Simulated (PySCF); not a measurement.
# Radial density of P (phosphorus, neutral)

BP86, [Ne] 3s2 3p2 3d1, one real determinant (an excited configuration). Computed with PySCF 2.14 in dyall-av3z (19s12p3d2f, 84 functions), with the non-relativistic Hamiltonian (point nucleus).

```
r (bohr)  4πr²ρ (e/bohr)  4πr²(ρα − ρβ)
 0.00175         0.07982         0.0000
 0.00294          0.2179         0.0000
 0.00494          0.5804         0.0000
 0.00831           1.484        -0.0001
  0.0140           3.542        -0.0003
  0.0235           7.533        -0.0003
  0.0396           13.23         0.0013
  0.0665           17.03         0.0117
   0.112           14.19         0.0534
   0.188           10.89         0.1504
   0.317           15.32         0.2008
   0.533           12.22         0.0300
   0.896           3.264         0.1951
    1.51           2.420         1.0278
    2.53           1.376         0.8500
    4.26          0.3722         0.3464
    7.17         0.03621         0.0361
```

⟨L²⟩ = 7.98 against 12 for a pure F term, so this real determinant mixes terms. The outer electron is Rydberg-like, and this basis confines it to a smaller radius and binds it less than a complete one would. At BP86 the highest occupied level has a positive energy, so only the finite basis holds that electron; for this excited configuration the basis is too tight for the outer shell.
